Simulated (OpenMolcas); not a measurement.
**Pm3+: moving or changing the point charges**

Pm3+ among 7 point charges of -1 e arranged as a pentagonal bipyramid (D5h), 2.59 Å from the ion, with the axial distance 2.823 Å.
```
   2.5900    0.0000    0.0000  -1.00
   0.8004    2.4632    0.0000  -1.00
  -2.0954    1.5224    0.0000  -1.00
  -2.0954   -1.5224    0.0000  -1.00
   0.8004   -2.4632    0.0000  -1.00
   0.0000    0.0000    2.8231  -1.00
   0.0000    0.0000   -2.8231  -1.00
```

- Program: OpenMolcas 26.06
- Method: CASSCF
- Basis: ANO-RCC-VDZP [7s6p4d2f1g]
- Scalar Hamiltonian: DKH2, point nucleus
- Active space: 4 electrons in 7 orbitals (4f)
- State averaging: 2S+1 = 5 even, 35 roots (33 in the spin-orbit step); 2S+1 = 3 even, 117 roots kept (CI in the orbitals of an earlier block, 106 in the spin-orbit step); 2S+1 = 1 even, 75 roots kept (CI in the orbitals of an earlier block, 31 in the spin-orbit step)
- Spin-orbit coupling: RASSI with atomic mean-field integrals over the reference wave functions

Runs around this geometry, states. Energies in cm-1 above the lowest state or level, χT in cm3 K/mol.

| R (Å) | q (e) | Ground state | First state of that spin | First gap with spin-orbit (degeneracies) | Width of lowest J | χT at 300 K |
| --- | --- | --- | --- | --- | --- | --- |
| 2.59 | -0.5 | 2S+1 = 5 | 5.0 | 13.5 (2, 2) | 105 | 1.001 |
| 2.59 | -1 | 2S+1 = 5 | 9.1 | 26.3 (2, 2) | 206 | 0.997 |
| 2.73 | -1 | 2S+1 = 5 | 2.1 | 27.5 (2, 2) | 176 | 0.999 |
| 3.09 | -1 | 2S+1 = 5 | 6.2 | 25.6 (2, 2) | 122 | 1.001 |

Taking the width of the lowest J multiplet as R^-n, n = -ln(122 / 206) / ln(3.09 / 2.59) = 3.0 between the shortest and longest distance.

Scaling the charges by -0.5 / -1 = 0.50 scales the width of the lowest J multiplet by 105 / 206 = 0.51; with fixed orbitals a first-order splitting would follow the charge.

High states are left out of the spin-orbit mixing, which shifts the levels that they would mix with. Point charges carry no covalency, so the field is a model and not that of real ligands. An unlabelled pair can be two single states that coincide in this model. No measured value stands beside these numbers.

A state without a sure symmetry label is named by its multiplicity alone.
